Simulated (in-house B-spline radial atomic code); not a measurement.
**Removing one electron from As3+**

Closed shell [Ar] 3d10 4s2. Computed with an all-electron radial atomic-structure program (B-spline basis): Koopmans values of Dirac-Hartree-Fock plus a diagonal self-energy, in second order or with its direct term screened (direct RPA, with the hole-particle interaction, or full time-dependent Hartree-Fock), linearised in energy; no-pair Dirac-Coulomb Hamiltonian, finite nucleus. Shifts add to the Koopmans value (the ΔSCF shift is orbital relaxation alone); the final value takes TDHF screening with Breit and QED.

Command:
```bash
python run_mb.py task.json out
```
Settings (nuclear radius in fm, box in bohr, cutoff in hartree):
```
basis_form          2
Z                   33
core_configuration  [Ar] 3d10 4s2
rms_radius          4.0968
mass_number         75
speed_of_light      137.036
box_radius          13.958
lmax                7
intervals           63
virtual_cutoff      4356.0
```

Run time, properties included: 32 s on 1 thread of Arm Neoverse N1, on a shared host.

Energies in eV:

```tsv
subshell	Koopmans	ΔSCF shift	second order	direct RPA	hole-particle	TDHF	Breit + QED	final
4s1/2	48.10	-0.230	?	?	?	?	?	?
```

Task: What does the self-energy do to 4s1/2?

Result: It shifts the removal energy by 1.595 eV in second order, 0.910 with direct RPA, 1.041 with the hole-particle term and 1.259 with TDHF screening (quasi-particle weight 0.973); Breit and QED add -0.028 eV. The final value is 49.33 eV, against 50.15 ± 0.06 eV (NIST, measured). The mixing of s² with p² in the ground state is caught to low order only, which falls short in light ions.
